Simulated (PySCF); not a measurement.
Radial density of Tl⁺ (thallium, charge +1)

UHF, [Xe] 4f14 5d10 6s2, closed-shell 1S. Computed with PySCF 2.14 in def2-SVP with the def2 core potential (60 electrons) (4s4p2d, 26 functions), with a scalar-relativistic core potential. This is the valence pseudo-density: the core potential removes the inner electrons and smooths the orbitals near the nucleus.

```
r (bohr)  4πr²ρ (e/bohr)
  0.0400       1.205e-05
  0.0673       4.479e-05
   0.113       0.0002604
   0.190        0.003183
   0.320          0.1055
   0.538           4.127
   0.905           19.37
    1.52           9.066
    2.56           1.698
    4.31          0.1271
    7.25        0.001341
```

Energies and moments cover only the electrons outside the core potential. Spin-orbit coupling, which splits the p, d and f shells strongly at this Z, is absent.
